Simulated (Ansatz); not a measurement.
The cluster Rb₂Cl₂. Charge 0, multiplicity 1. Geometry relaxed at B3LYP-D4/def2-TZVP.

Cartesian coordinates in Å:
```
Rb -0.3401 2.0896 -0.3881
Rb 0.3411 -2.0894 0.3876
Cl 0.8478 0.4991 1.9473
Cl -0.8488 -0.4992 -1.9468
```

In the def2 sets Rb takes a core potential; there is no spin–orbit coupling. The structure comes from a short search, and lower isomers may exist.

(1) Estimate the harmonic wavenumbers at RKS B3LYP-D4/def2-TZVP (Ansatz, unscaled). Is this a minimum?

Answers

(1) 50, 67, 143, 161, 163, 165 cm⁻¹. Yes, no mode is imaginary beyond noise. Zero-point energy 4.5 kJ/mol. It took 40 s on 4 threads of Arm Neoverse V1 on a shared host.
